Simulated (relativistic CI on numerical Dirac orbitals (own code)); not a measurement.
**Cr4+ (3d2) in a crystal field**

Calculated by Dirac-Coulomb-Breit CI, orbitals from a KLI potential per configuration, a model potential for QED, valence Slater integrals scaled by 0.8, one configuration in a parametric crystal field (own radial code).

Field parameters in Wybourne normalisation: Oh B⁴₀ = 21Dq, B⁴₄ = √(5/14) B⁴₀. The field is a parameter set, without covalency.

S is read from ⟨S²⟩ = S(S + 1).

Site symmetry Oh; labels are those of the double group. Computed levels in cm⁻¹ above the lowest, in rising order:

```csv
Δ (size of 10Dq),Lowest,No. 2,No. 3,No. 4,No. 5,No. 6,No. 7,No. 8
5000,E,44 T2,500 T1,743 A1,4364 A2,4404 T2,4612 T1,4641 E
9000,E,25 T2,470 T1,697 A1,7926 A2,7964 T2,8164 T1,8178 E
13000,E,18 T2,451 T1,667 A1,11621 A2,11629 T2,11855 T1,11862 E
17000,E,14 T2,436 T1,644 A1,14281 T2,14770 E,15396 A2,15598 T2
21000,E,11 T2,424 T1,625 A1,14349 T2,14669 E,19224 A2,19324 T2
25000,E,10 T2,414 T1,610 A1,14321 T2,14582 E,23088 A2,23175 T2
29000,E,8 T2,406 T1,598 A1,14286 T2,14508 E,26979 A2,27060 T2
33000,E,7 T2,399 T1,587 A1,14251 T2,14444 E,30890 A2,30968 T2
37000,E,7 T2,393 T1,578 A1,14218 T2,14390 E,32109 A1,34815 A2
41000,E,6 T2,388 T1,570 A1,14189 T2,14343 E,32326 A1,38751 A2
```

Ground-state S against |10Dq| in cm⁻¹: 5000: 1.00, 9000: 1.00, 13000: 1.00, 17000: 1.00, 21000: 1.00, 25000: 1.00, 29000: 1.00, 33000: 1.00, 37000: 1.00, 41000: 1.00.

No abrupt spin change occurs in this range.
